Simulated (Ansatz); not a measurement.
System: H2BO2, charge 0, doublet. H2BO2 (SMILES O[B]O, doublet).
B3LYP-D3(BJ)/def2-TZVP minimum from Ansatz (an electronic-structure program):
```xyz
5

B     -0.4472    -0.2864    -0.0092
O     -0.6236     1.0437     0.1172
O      0.6904    -1.0009    -0.1159
H      0.1763     1.5939     0.1372
H      1.5249    -0.5046    -0.1021
```
Charge 0, spin multiplicity 2.

Hartree-Fock and CCSD correlation energies in hartree (Ansatz). Radicals and triplets start from unrestricted determinants; spin-orbit coupling is neglected. Correlated methods leave the cores frozen. No relativity.

```json
[
 {"basis": "cc-pVTZ", "X": "3", "E(HF)": "-175.68559", "E(corr, CCSD)": "-0.56406"},
 {"basis": "cc-pVQZ", "X": "4", "E(HF)": "-175.69995", "E(corr, CCSD)": "-0.60305"},
 {"basis": "cc-pV5Z", "X": "5", "E(HF)": "-175.70341", "E(corr, CCSD)": "withheld"}
]
```

Fit E(corr) = E∞ + A/X³ to X = 3 and 4, predict X = 5, and compare with the run.

A = (-0.56406 - (-0.60305))/(1/27 - 1/64) = 1.8209; E∞ = -0.60305 - A/64 = -0.63150; at X = 5, E∞ + A/125 = -0.61693. The run gave -0.61659, 0.34 mEh above the prediction. The same form on X = 4 and 5 gives E∞ = -0.63080, 0.71 mEh above the first estimate.
